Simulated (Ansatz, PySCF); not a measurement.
Series: H2E=E'H2. Isolated molecules, 0 K electronic values unless said otherwise. One relaxed conformer stands for each flexible species; it need not be the lowest. Strings in code marks are SMILES.

Quantity: vertical ionisation energy (energy after one electron is removed minus that of the parent at the parent's geometry), in eV. The restricted reference of `C=[SiH2]` and `[CH2]=[GeH2]` is unstable towards unrestricted orbitals.

Level 1: frozen-core CCSD(T)/def2-TZVPP // CAM-B3LYP-D3(BJ)/def2-TZVP (Ansatz, an electronic-structure program)
Level 2: minus the HOMO energy of HF/3-21G // CAM-B3LYP-D3(BJ)/def2-TZVP (PySCF)
Level 3: minus the HOMO energy of HF/STO-3G // CAM-B3LYP-D3(BJ)/def2-TZVP (PySCF)
Level 4: HF/def2-TZVPP // CAM-B3LYP-D3(BJ)/def2-TZVP (Ansatz)

| species | level 1 | level 2 | level 3 | level 4 |
|---|---|---|---|---|
| `[NH2][AlH2]` | 10.07 | 10.55 | 7.73 | 8.54 |
| `BN` | 11.33 | 11.85 | 10.30 | 9.67 |
| `[CH2]=[GeH2]` | 8.76 | 8.28 | 5.80 | 7.09 |
| `[NH2][GaH2]` | 9.78 | 10.33 | 7.07 | 8.20 |
| `C=[SiH2]` | 8.91 | 8.61 | 5.79 | 7.30 |
| `C=[NH2+]` | 21.30 | 21.44 | 21.39 | 19.34 |
